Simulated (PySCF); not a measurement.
SMILES [CH3][In]([S]C)[S]C (GFN2-xTB optimised geometry):

```
15

In    -0.805     0.832     0.000
C     -1.956     2.771     0.000
H     -3.014     2.536    -0.061
H     -1.654     3.370    -0.856
H     -1.745     3.308     0.922
S      1.662     0.832     0.000
C      1.939     2.636    -0.062
H      1.568     3.041    -1.001
H      3.014     2.776    -0.003
H      1.459     3.123     0.783
S     -1.765    -1.422     0.045
C     -0.233    -2.415    -0.101
H      0.001    -2.563    -1.152
H     -0.438    -3.370     0.373
H      0.593    -1.916     0.406
```

Calculation: PBE0/def2-TZVP, def2 effective core potentials past Kr run with PySCF.

**Question.** What are the frontier orbital energies and the dipole moment?

**Answer.** HOMO-2 -7.33 eV, HOMO-1 -6.89 eV, HOMO -6.55 eV, LUMO -1.22 eV, LUMO+1 -1.10 eV; dipole moment 2.17 D.
